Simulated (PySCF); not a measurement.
# UHF on Se⁺ (selenium, charge +1)

Configuration: [Ar] 3d10 4s2 4p3, high-spin 4S determinant. All numbers are calculated (PySCF 2.14, no relativity, point nucleus, in def2-TZVP).

| Item | Value |
| --- | --- |
| Total energy | -2399.511622 hartree |
| One-electron energy | -3330.7250 hartree |
| Hartree (Coulomb) energy | 1016.5369 hartree |
| Exchange energy | -85.3235 hartree |
| Kinetic energy | 2399.48303 hartree |
| ⟨S²⟩ | 3.7507 |
| ⟨L²⟩ | 0.000 |
| Sum of ⟨r⟩ | 22.44 bohr |
| Sum of ⟨r²⟩ | 31.32 bohr² |
| Density at the nucleus (Gaussians lack the cusp) | 26400 bohr⁻³ |
| Spin density at the nucleus | -0.378 bohr⁻³ |
| Langevin diamagnetic susceptibility | -24.8 ×10⁻⁶ cm³/mol |
| Time after the integrals | 0.15 s of wall time on 1 thread of Intel(R) Xeon(R) Platinum 8375C CPU @ 2.90GHz (shared host) |

| shell | electrons | mean orbital energy (hartree) | rms radius, mean of both spins (bohr) |
| --- | --- | --- | --- |
| 1s α | 1 | -461.25230 | 0.0521 |
| 1s β | 1 | -461.24060 | 0.0521 |
| 2s α | 1 | -61.05095 | 0.216 |
| 2s β | 1 | -61.04537 | 0.216 |
| 2p α | 3 | -54.65388 | 0.191 |
| 2p β | 3 | -54.64132 | 0.191 |
| 3s α | 1 | -9.32210 | 0.623 |
| 3s β | 1 | -9.29968 | 0.623 |
| 3p α | 3 | -7.05445 | 0.641 |
| 3p β | 3 | -7.02400 | 0.641 |
| 3d α | 5 | -3.03459 | 0.692 |
| 3d β | 5 | -3.01935 | 0.692 |
| 4s α | 1 | -1.32160 | 1.94 |
| 4s β | 1 | -1.01211 | 1.94 |
| 4p α | 3 | -0.78758 | 2.27 |
